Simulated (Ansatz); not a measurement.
Calculated with Ansatz (gas phase, PBE0-D4/def2-TZVP geometries, no zero-point term in ΔE). CCSD(T)/CBS adds triple-zeta CCSD(T) − MP2 to the extrapolated MP2 energy (def2 sets, frozen cores). DFT in def2-TZVPP. B3LYP here is the variant with VWN-RPA as its local correlation; programs differ in this. HSE06 is defined as in plane-wave codes. For Zn outer-core shells are correlated without core-valence functions, which leaves a few kJ/mol of doubt a bond. Scalar relativity is left out up to krypton. Each species was taken in one conformer, which may not be the lowest.

`[NH2][Zn][AlH][F]` + `BC(=C)O` → `B[C](=C)[AlH][F]` + `[NH2][Zn][OH]`  (redistribution)

| level | ΔE (kJ/mol) | difference from CCSD(T)/CBS |
| --- | --- | --- |
| LDA (SPW92) | -23.5 | 44.4 |
| PBE-D4 | -34.1 | 33.8 |
| revPBE-D4 | -37.2 | 30.7 |
| BLYP-D4 | -45.6 | 22.3 |
| r2SCAN-D4 | -48.5 | 19.4 |
| B97M-V | -49.8 | 18.1 |
| PBE0-D4 | -40.8 | 27.1 |
| r2SCANh-D4 | -49.6 | 18.3 |
| r2SCAN0-D4 | -50.9 | 17.0 |
| HSE06-D4 | -40.8 | 27.1 |
| BHLYP-D4 | -55.2 | 12.7 |
| CAM-B3LYP-D4 | -53.0 | 14.9 |
| ωB97M-V | -53.8 | 14.1 |
| B2PLYP | -60.1 | 7.8 |
| PBE | -31.8 | 36.1 |
| revPBE | -33.9 | 34.0 |
| BLYP | -41.2 | 26.7 |
| PBE0 | -38.8 | 29.1 |
| B3LYP | -45.3 | 22.6 |
| r2SCANh | -48.9 | 19.0 |
| r2SCAN0 | -50.2 | 17.7 |
| HSE06 | -38.9 | 29.0 |
| BHLYP | -52.0 | 15.9 |
| CAM-B3LYP | -50.8 | 17.1 |
| LC-ωPBE | -53.8 | 14.1 |
| RPA@PBE/def2-TZVPP | -65.4 | 2.5 |
| HF/def2-SVP | -44.0 | 23.9 |
| MP2/def2-SVP | -59.7 | 8.2 |
| CCSD/def2-SVP | -46.9 | 21.0 |
| CCSD(T)/def2-SVP | -44.0 | 23.9 |
| HF/def2-TZVPP | -59.4 | 8.5 |
| SCS-MP2/def2-TZVPP | -77.4 | -9.5 |
| CCSD/def2-TZVPP | -66.4 | 1.5 |
| CCSD(T)/def2-TZVPP | -65.7 | 2.2 |
| HF/def2-QZVPP | -62.8 | 5.1 |
| MP2/def2-QZVPP | -84.1 | -16.2 |
| SCS-MP2/def2-QZVPP | -79.8 | -11.9 |
| HF/CBS(def2) | -63.2 | 4.7 |
| MP2/CBS(def2) | -83.8 | -15.9 |
| CCSD/CBS(def2) | -68.6 | -0.7 |
| CCSD(T)/CBS | -67.9 | 0 |

Question: What do rigid-rotor, harmonic-oscillator terms from PBE0-D4/def2-TZVP frequencies (298.15 K, 1 bar) make of the CCSD(T)/CBS value? (Best estimate.)

Answer: The calculation gave: ΔZPE = -5.4 kJ/mol, ΔH = -72.5 kJ/mol, ΔS = 4 J/(mol·K), ΔG = -73.7 kJ/mol. Modes under 50 cm⁻¹ make the entropy rough.

Largest T1 diagnostic among the species: 0.017.

From PBE to PBE0 (25 % exact exchange), in def2-TZVPP and without D4, ΔE moves by −6.9 kJ/mol. At CCSD(T), def2-SVP lies +23.9 kJ/mol from the extrapolated value and def2-TZVPP +2.2 kJ/mol.
